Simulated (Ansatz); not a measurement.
System: C2H3Si, charge 0, doublet. C2H3Si (SMILES [SiH3]C#[C], doublet).
B3LYP-D3(BJ)/def2-TZVP minimum from Ansatz (a program for electronic structure):
```
Si
H 1 1.4774
H 1 1.4774 2 110.10
H 1 1.4774 2 110.10 3 121.57
C 1 1.8304 2 108.84 3 -119.21
C 5 1.2118 3 148.78 1 180.00
```
Charge 0, spin multiplicity 2.

Property: atomisation energy (electronic, to ground-state atoms), in kcal/mol. Open shells are spin-unrestricted; no spin-orbit coupling. CBS(X,Y): correlation extrapolated as X^-3, Hartree-Fock from the larger set. A bracket is a step between two methods taken in the basis named. The functionals are non-relativistic, so their misses hold any scalar relativity. Double hybrids freeze cores in their MP2 part. '+ core + X2C': CCSD(T) terms for core correlation (cc-pwCVTZ, 1s frozen past Ne) and scalar relativity (cc-pVTZ-DK). Where a partner has so few electrons that a lower coupled-cluster level is exact, that level stands in. The UHF reference of C2H3Si ([C]#C[SiH3], doublet) is spin-contaminated (<S^2> up to 0.41 over the pure value in the sets run).

CCSD(T)/CBS(cc-pV(T+d)Z,cc-pV(Q+d)Z) + [CCSDT(Q) - CCSD(T)]/cc-pV(D+d)Z + core + X2C (Ansatz) gives 486.9 kcal/mol.

**Question.** What does PBE/def2-TZVPD (Ansatz) give here, and how do the other levels compare?

**Answer.** PBE gives 491.2 kcal/mol, 4.3 kcal/mol above it. Differences of the others: B3LYP/def2-TZVPD (Ansatz) -6.8; PBE0/def2-TZVPD (Ansatz) -5.0; wB97M-V/def2-TZVPD (Ansatz) -4.8; B2PLYP/def2-TZVPD (Ansatz) -8.5; CCSD(T)/CBS(cc-pV(T+d)Z,cc-pV(Q+d)Z) + core + X2C (Ansatz) -1.5 kcal/mol.
